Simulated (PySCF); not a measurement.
Rhodium: a sound run and one with changed settings

Sound run: Rh⁺ [Kr] 4d8, Rh²⁺ [Kr] 4d7. Calculation: PySCF 2.14, in x2c-TZVPall; scalar relativity by spin-free X2C-1e. In the sound run the correlated levels freeze [Kr]. The sound run starts from symmetry-adapted Hartree-Fock orbitals and uses a fine grid where one is needed.

Changed run: all electrons correlated in a basis built for the valence shell.

```csv
species,method,sound run (hartree),changed run (hartree),converged
Rh⁺,MP2,-4781.12044,-4781.45127,yes
Rh²⁺,MP2,-4780.47976,-4780.80610,yes
```

Ionisation energy of Rh⁺:

```tsv
method	sound run (eV)	changed run (eV)
UHF	16.162	16.162
MP2	17.434	17.556
SCS-MP2	17.444	17.435
```

A valence basis has no tight correlating functions, so it recovers only part of the core correlation, and not evenly between atom and ion.

For comparison, NIST gives 18.08 eV between the lowest levels.
